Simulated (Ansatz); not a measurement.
Cost and result for the atomization energy of CH$_{5}$FGeOSi, SMILES `F[CH2][GeH]1[O][SiH2]1` (10 atoms, 10 bonds).

Cartesian coordinates in Å:
```
F 2.061 -0.722 -1.724
C 0.882 -1.076 -1.096
Ge 0.564 0.049 0.492
O -0.449 1.556 -0.038
Si -1.473 0.855 1.049
H 0.052 -0.933 -1.794
H 0.940 -2.133 -0.820
H 1.888 0.532 1.103
H -1.731 1.588 2.313
H -2.735 0.285 0.514
```

The species carries charge 0 and has multiplicity 1. Correlated methods include outer-core shells of Ge, which these sets cover unevenly. Scalar relativity is left out up to krypton. The structure was optimised at the PBE0-D4/def2-TZVP level. It is one conformer, not always the lowest. Program: Ansatz. All runs use 4 threads of an Intel Xeon Platinum 8259CL on a shared host. Times are those of one run each, without the atoms' runs, and a repeat can differ threefold. Electronic energies, without spin–orbit coupling; frozen cores. CCSD(T)/CBS adds CCSD(T) − MP2 in def2-TZVPP to the MP2 limit, and its time is that of the two runs behind it. T1 = 0.014. With those shells the extrapolation isn't a true limit. B3LYP takes the VWN-RPA correlation (the form of Gaussian; ORCA's B3LYP/G).

CCSD(T)/CBS is a level of theory with its own doubt, some kJ/mol a heavy atom from the limit and from the frozen cores, so smaller differences don't rank the functionals.

```json
{"level": "PBE-D4/def2-TZVPP (with forces)", "functions": "253", "wall time": "2.8 s"}
{"level": "PBE0-D4/def2-TZVPP", "functions": "253", "wall time": "3.7 s"}
{"level": "r2SCAN-D4/def2-TZVPP (with forces)", "functions": "253", "wall time": "4.8 s"}
{"level": "B3LYP-D4/def2-TZVPP (with forces)", "functions": "253", "wall time": "5.5 s"}
{"level": "B2PLYP/def2-TZVPP", "functions": "253", "wall time": "7 s"}
{"level": "ωB97X-V/def2-TZVPP", "functions": "253", "wall time": "8.5 s"}
{"level": "ωB97M-V/def2-TZVPP (with forces)", "functions": "253", "wall time": "13 s"}
{"level": "MP2/def2-QZVPP", "functions": "480", "wall time": "28 s"}
{"level": "CCSD(T)/def2-TZVPP", "functions": "253", "wall time": "2.8 min"}
{"level": "CCSD(T)/CBS(def2)", "functions": "–", "wall time": "3.2 min"}
```

Q: What atomization energy does each give, and how far from CCSD(T)/CBS? (Estimate.)

A: Computed: 
| level | atomization (kcal/mol) | difference from CCSD(T)/CBS | per bond |
| --- | --- | --- | --- |
| PBE-D4/def2-TZVPP (with forces) | 814.3 | 10.6 | 1.1 |
| PBE0-D4/def2-TZVPP | 794.7 | -9.0 | -0.9 |
| r2SCAN-D4/def2-TZVPP (with forces) | 804.8 | 1.1 | 0.1 |
| B3LYP-D4/def2-TZVPP (with forces) | 795.2 | -8.5 | -0.9 |
| B2PLYP/def2-TZVPP | 789.3 | -14.4 | -1.4 |
| ωB97X-V/def2-TZVPP | 805.3 | 1.6 | 0.2 |
| ωB97M-V/def2-TZVPP (with forces) | 799.1 | -4.6 | -0.5 |
| MP2/def2-QZVPP | 809.7 | 6.0 | 0.6 |
| CCSD(T)/def2-TZVPP | 781.0 | -22.7 | -2.3 |
| CCSD(T)/CBS(def2) | 803.7 | 0.0 | 0.0 |

From PBE to PBE0 (25 % exact exchange), in def2-TZVPP and without D4, the atomization energy moves by −18.8 kcal/mol: exact exchange takes away binding that semilocal exchange gives to molecules. In def2-TZVPP, CCSD(T) changes the Hartree–Fock value by +226.1 kcal/mol (the triples alone add +14.7 kcal/mol) and MP2 by +241.4 kcal/mol; breaking electron pairs costs correlation energy, which Hartree–Fock lacks. The D4 term adds +8.0 kcal/mol with B3LYP and +4.2 kcal/mol with PBE0; it sums over pairs of atoms, weighted by their polarisabilities, and B3LYP, whose exchange is more repulsive, gets the larger term.
